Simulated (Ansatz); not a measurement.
Conformers of `C[CH](C)[SnH2][CH](C)C`, each relaxed with PBE0-D4/def2-TZVP in Ansatz. CBS adds the triple-zeta coupled-cluster correction to the MP2 limit.

Elements past krypton have def2 core potentials. Outer-core shells of Sn are correlated without core-valence functions. Spin–orbit coupling is left out.

Not all of them had a frequency check.

Conformer A:

```xyz
23

C     0.549    0.741    2.889
C     0.514    0.726    1.368
C    -0.318    1.873    0.815
Sn   -0.191   -1.190    0.639
C    -0.159   -1.284   -1.527
C     1.148   -0.723   -2.068
C    -1.368   -0.596   -2.143
H     0.939    1.697    3.260
H     1.181   -0.053    3.297
H    -0.452    0.617    3.314
H     1.538    0.816    0.990
H     0.048    2.836    1.193
H    -0.290    1.920   -0.276
H    -1.367    1.789    1.115
H    -1.796   -1.432    1.208
H     0.808   -2.431    1.284
H    -0.206   -2.353   -1.762
H     1.261    0.339   -1.827
H     2.021   -1.246   -1.669
H     1.187   -0.808   -3.161
H    -2.310   -1.020   -1.786
H    -1.355   -0.692   -3.236
H    -1.385    0.474   -1.917
```

Conformer B:

```xyz
23

C    -1.713    0.714   -2.514
C    -1.088   -0.127   -1.411
C    -0.288   -1.292   -1.975
Sn    0.144    1.079   -0.101
C     1.053   -0.147    1.437
C     1.898    0.690    2.385
C    -0.009   -0.943    2.181
H    -0.948    1.162   -3.156
H    -2.326    1.527   -2.117
H    -2.355    0.100   -3.158
H    -1.886   -0.521   -0.772
H     0.124   -1.932   -1.189
H     0.549   -0.943   -2.588
H    -0.914   -1.923   -2.617
H    -0.808    2.295    0.655
H     1.361    1.848   -1.041
H     1.707   -0.843    0.900
H     2.692    1.230    1.863
H     1.290    1.429    2.916
H     2.374    0.058    3.145
H    -0.713   -0.285    2.700
H    -0.590   -1.586    1.514
H     0.447   -1.588    2.942
```

Question: Which is lowest in electronic energy at CCSD(T)/CBS (frozen core, def2 sets), and by how much? (An estimate is asked.)

Answer: Ansatz gave: B; A lies 0.6 kJ/mol higher. Gaps under about 2 kJ/mol don't settle the order.

Question: Give the energies relative to B (kJ/mol) with r2SCAN-D4/def2-TZVPP, B3LYP-D4/def2-TZVPP, ωB97X-V/def2-TZVPP, r2SCAN/def2-TZVPP, SCS-MP2/def2-TZVPP, CCSD/def2-TZVPP, HF/CBS(def2). (Estimate.)

Answer: The calculation gave: 
```json
{"level": "r2SCAN-D4/def2-TZVPP", "A": "1.3"}
{"level": "B3LYP-D4/def2-TZVPP", "A": "0.6"}
{"level": "ωB97X-V/def2-TZVPP", "A": "0.9"}
{"level": "r2SCAN/def2-TZVPP", "A": "1.7"}
{"level": "SCS-MP2/def2-TZVPP", "A": "1.3"}
{"level": "CCSD/def2-TZVPP", "A": "1.2"}
{"level": "HF/CBS(def2)", "A": "2.6"}
```

B3LYP here is the variant with VWN-RPA as its local correlation; programs differ in this.
